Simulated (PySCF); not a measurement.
**Telling isomers of C8H14 apart by NMR**

Computational details: GFN2-xTB structure, NMR shieldings at PBE0/pcSseg-1/GIAO, in PySCF (non-relativistic Hamiltonian, equivalent nuclei averaged, one conformer, no solvent).

Chemical shifts δ = σref − σ; TMS for 1H and 13C, all at this level. Where no couplings were computed, multiplicities follow the n + 1 count of equivalent neighbours, and m marks all less simple cases (inequivalent or close neighbours, rings, F or P nearby). Shifts are as computed. Against solution values, carbons near 30 ppm lie about +3 ppm off and those near 130 ppm about +5 ppm. Of 1211 compounds with measured shifts, 218 miss one by over three times the rms of a fit or turn the order of signals round; such compounds aren't used in these exercises.

(1) Tabulate the signals of `C=C[C@@H](C)C=C(C)C`, `CC1=C[C@@H](C)CCC1` and their relative energies.

(2) What is the quickest way to tell C=C[C@@H](C)C=C(C)C from CC1=C[C@@H](C)CCC1?

Results:

(1) 
```json
{"SMILES": "C=C[C@@H](C)C=C(C)C", "carbon types": "1×C 3×CH 1×CH2 3×CH3", "δC": "151.6, 137.8, 137.6, 116.5, 40.1, 29.1, 20.0, 18.6", "δH": "6.20 (m, 1H), 5.29 (m, 1H), 5.22 (m, 1H), 5.05 (d, 1H), 3.15 (m, 1H), 1.80 (s, 3H), 1.77 (s, 3H), 1.12 (d, 3H)", "E rel. (kcal/mol)": "26.0"}
{"SMILES": "CC1=C[C@@H](C)CCC1", "carbon types": "1×C 2×CH 3×CH2 2×CH3", "δC": "141.4, 135.4, 35.6, 35.3, 33.8, 27.5, 26.9, 24.5", "δH": "5.56 (d, 1H), 2.20 (m, 1H), 1.99 (m, 1H), 1.82 (m, 1H), 1.81 (m, 1H), 1.78 (s, 3H), 1.77 (m, 1H), 1.51 (m, 1H), 1.00 (d, 3H), 0.89 (m, 1H)", "E rel. (kcal/mol)": "0.0"}
```

Energies are electronic energies at PBE0/pcSseg-1 on these geometries, without zero-point or thermal terms, each for the one conformer computed, which needn't be the lowest.

(2) Both give the same number of carbon signals, but DEPT or the intensities differ. The first has a terminal =CH2 carbon at 116.5 ppm, the second an sp3 CH2 in a ring at 35.6 ppm. Their most deshielded carbons lie at 151.6 and 141.4 ppm. In the proton spectra the most deshielded non-exchanging signals are 6.20 (m, 1H) and 5.56 (d, 1H).
